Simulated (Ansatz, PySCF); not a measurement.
System: isocyanic acid, CHNO (charge 0, singlet). SMILES: N=C=O
Geometry: optimised at B3LYP-D3(BJ)/def2-TZVP (Ansatz, an electronic-structure program).

PBE beside other levels, property by property. Valence correlation only, unless marked. Open shells are spin-unrestricted. No spin-orbit coupling. No relativistic terms. CBS(X,Y): correlation extrapolated as X^-3; Hartree-Fock from the larger set. Rows marked 298 K are enthalpies with B3LYP-D3(BJ) harmonic zero-point and thermal terms from PySCF. Atomisation energies are electronic, to ground-state atoms; the column to compare with has the core term from cc-pwCVTZ added, other frozen-core levels have none. The coupled-cluster column (Ansatz) is a level with limits of its own: CCSD(T)/CBS(cc-pVTZ,cc-pVQZ).

```json
[
 {"property": "H-N bond dissociation enthalpy, 298 K, to [N]=C=O + H atom (kcal/mol)", "PBE/def2-TZVPD (Ansatz)": "108.3", "SVWN5/def2-TZVPD (Ansatz)": "124.5", "PBE0/def2-TZVPD (Ansatz)": "108.5", "wB97X-V/def2-TZVPD (Ansatz)": "108.9", "coupled cluster": "111.4"},
 {"property": "atomisation energy (kcal/mol)", "PBE/def2-TZVPD (Ansatz)": "463.7", "SVWN5/def2-TZVPD (Ansatz)": "525.5", "PBE0/def2-TZVPD (Ansatz)": "438.8", "wB97X-V/def2-TZVPD (Ansatz)": "436.2", "coupled cluster": "434.5"}
]
```

As the rows show:
- H-N bond dissociation enthalpy, 298 K, to [N]=C=O + H atom: PBE lies 3.1 kcal/mol below coupled cluster.
- atomisation energy: PBE lies 29.2 kcal/mol above coupled cluster.
